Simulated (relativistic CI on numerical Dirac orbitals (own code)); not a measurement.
**F: q coefficients**

Computed by Dirac-Coulomb-Breit CI, orbitals from a KLI potential per configuration, valence Slater integrals scaled by 0.85, P86 correlation energy added to each configuration, derivatives by finite differences, QED left out (own radial code, finite nucleus).

Configurations in the expansion (outside the closed core 1s2): 2s²2p⁵, 2s²2p⁴3s, 2s²2p⁴3p, 2s2p⁶, 2s²2p⁴3d. Levels of other configurations are missing.

With x = (α/α₀)² − 1 an excitation energy changes as ω = ω₀ + qx; K = 2q/ω₀ is the relative enhancement. Terms are leading LS components, so labels can repeat.

Lowest level 2s²2p⁵ ²P°3/2.

```
          Level  ω₀ (cm⁻¹)  q (cm⁻¹)          K
  2s²2p⁵ ²P°1/2      389.7       390          2
 2s²2p⁴3s ⁴P5/2    97821.0    -206.2   -0.00422
 2s²2p⁴3s ⁴P3/2    98091.6     57.61    0.00117
 2s²2p⁴3s ⁴P1/2    98250.6     221.2     0.0045
 2s²2p⁴3s ²P3/2   100036.0    -128.2   -0.00256
 2s²2p⁴3s ²P1/2   100357.0     186.9    0.00372
2s²2p⁴3p ⁴P°5/2   111099.2      -132   -0.00238
2s²2p⁴3p ⁴P°3/2   111218.5    -26.14   -0.00047
2s²2p⁴3p ⁴P°1/2   111325.3     99.55    0.00179
2s²2p⁴3p ⁴D°7/2   111731.7    -175.1   -0.00313
2s²2p⁴3p ⁴D°5/2   111905.9    -34.46  -0.000616
2s²2p⁴3p ⁴D°3/2   112052.4     139.5    0.00249
2s²2p⁴3p ⁴D°1/2   112133.8     228.8    0.00408
2s²2p⁴3p ²D°5/2   112299.4    -29.96  -0.000533
2s²2p⁴3p ²D°3/2   112544.1     169.1      0.003
2s²2p⁴3p ²S°1/2   112920.1    -35.02   -0.00062
2s²2p⁴3p ⁴S°3/2   112948.7      17.7   0.000313
2s²2p⁴3p ²P°3/2   114141.5    -13.44  -0.000236
2s²2p⁴3p ²P°1/2   114260.8     111.3    0.00195
 2s²2p⁴3s ²D5/2   117708.4    -43.51  -0.000739
 2s²2p⁴3s ²D3/2   117710.2    -41.53  -0.000706
 2s²2p⁴3d ⁴D7/2   122784.2    -166.4   -0.00271
 2s²2p⁴3d ⁴D5/2   122805.5    -160.5   -0.00261
```

For a near-neutral ion this model can misplace configurations by up to about 10,000 cm⁻¹ (more where the count of f electrons changes) and terms by 10 to 25 % of their spread. Rates follow the energies as ν³ (E1, M1) or ν⁵ (E2), so they and the lifetimes can be off by large factors. The fine structure of a lone outer electron comes out too small, for d and f at times inverted, and misplaced configurations move strength between like terms.
